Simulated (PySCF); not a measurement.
Related species of one series. Level of theory: core-valence-separated Tamm–Dancoff BHandHLYP/aug-pcX-1 (pcseg-1 on H, def2-SVPD on Ge, def2-SVPD on Si) in PySCF, non-relativistic, gas phase, PBE0-D3(BJ)/def2-SVP geometry. Absolute energies from this functional tend to lie a few eV below measured edges; no shift was applied. One conformer each. Roots within 0.03 eV on the same or equivalent atoms are summed; «strongest» means within the roots computed.

**Question.** Order them by the first intense line (a tenth or more of the edge's strongest) of the carbon K edge, lowest first.
A. `[CH3:1]/[N:2]=[CH:3]\[SiH2:4][SiH2:5][GeH3:6]`
B. `[N:1]#[C:2][CH2:3][SiH2:4][SiH2:5][GeH3:6]`
C. `[CH3:1][C:2](=[O:3])[O:4][SiH2:5][SiH2:6][GeH3:7]`

**Answer.** A (282.53 eV), B (284.13 eV), C (285.12 eV).

```tsv
SMILES	E (eV)	f	core hole on	site	polarised	strongest line (eV)	its f
C/N=C\[SiH2][SiH2][GeH3]	282.53	0.058	C3	C=N carbon	normal to the local trigonal plane (1s→π*)	282.53	0.058
N#CC[SiH2][SiH2][GeH3]	284.13	0.063	C2	nitrile carbon	across the triple bond (1s→π*)	284.23	0.064
CC(=O)O[SiH2][SiH2][GeH3]	285.12	0.089	C2	carbonyl carbon	normal to the local trigonal plane (1s→π*)	285.12	0.089
```

The range is 2.59 eV.
